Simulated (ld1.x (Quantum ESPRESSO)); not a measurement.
# Building the TM potential for tungsten (LDA (PZ), scalar-relativistic).

tungsten, norm-conserving Troullier–Martins (Kleinman–Bylander form), made with ld1.x (Quantum ESPRESSO) 7.5 (LDA (PZ), scalar-relativistic). Core [Kr] 4d10 4f14, reference 5s2 5p6 5d4 6s2 6p0. Waves: 5s (bound): rc 0.95 bohr; 5d (bound): rc 2.50 bohr; 5p (bound): rc 1.10 bohr. Local part: the p channel. Core correction: none.

Occupied shells without a wave of their own: 6s. They enter only through the test configuration that unscreens the potential.

All-electron outer shells of the reference configuration (LDA (PZ), scalar-relativistic, ld1.x):

```csv
shell,level (eV),outermost node (bohr),outermost maximum (bohr)
4d,-238.26,0.22,0.45
5s,-79.30,0.53,0.96
5p,-43.38,0.57,1.09
4f,-33.46,–,0.43
6s,-5.91,1.28,2.64
5d,-4.68,0.63,1.50
6p,-1.47,1.54,3.75
```

Calculated quality:

```json
{"Cutoffs needed": "160 Ry and 300 Ry (the cutoffs (Ry, on a coarse ladder) from which the occupation-weighted sum of valence levels, in a spherical-Bessel basis at the reference potential, stays within 10 and 1 mRy of its value at 400 Ry)", "Ghost test": "no extra level below or beside the all-electron valence levels (s, d, p, f tested) (spherical-Bessel basis up to 400 Ry, 20 bohr box)", "Largest excitation error": "-1035 meV (all-electron minus pseudo) for 5s2 5p6 5d3 6s0 6p0, out of 7 test configurations"}
```

Generation and tests took about 3.9 s on one core of a shared server CPU.
